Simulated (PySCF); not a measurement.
# Ionisation energy of In⁺ by level of theory

In⁺ [Kr] 4d10 5s2 (1S) → In²⁺ [Kr] 4d10 5s1 (2S), as a difference of total energies. Calculation: PySCF 2.14, in aug-cc-pVTZ-PP with ECP28MDF (6s5p4d2f, 55 functions); a scalar-relativistic core potential. Correlated levels: valence: 4s2 4p6 4d10 frozen. The calculations carry no spin-orbit coupling.

```json
{"method": "UHF", "ionisation energy (eV)": "17.012"}
{"method": "LDA", "ionisation energy (eV)": "19.496"}
{"method": "PBE", "ionisation energy (eV)": "19.048"}
{"method": "PBE0", "ionisation energy (eV)": "18.716"}
{"method": "r2SCAN", "ionisation energy (eV)": "18.795"}
{"method": "B3LYP", "ionisation energy (eV)": "19.082"}
{"method": "r2SCANh", "ionisation energy (eV)": "18.720"}
{"method": "M06", "ionisation energy (eV)": "19.096"}
{"method": "revPBE", "ionisation energy (eV)": "18.883"}
{"method": "MP2 (valence)", "ionisation energy (eV)": "17.646"}
{"method": "SCS-MP2 (valence)", "ionisation energy (eV)": "17.773"}
```

Errors of the correlated levels include the incompleteness of this basis and the frozen core.

MP2 underrates the near-degeneracy of ns² with np² in the lower species.

Which method comes closest to the reference value, and which is furthest?

The reference is 18.870 eV (measured; NIST Atomic Spectra Database, ionization energies). Closest: revPBE (error 0.013 eV); furthest: UHF (error -1.858 eV).
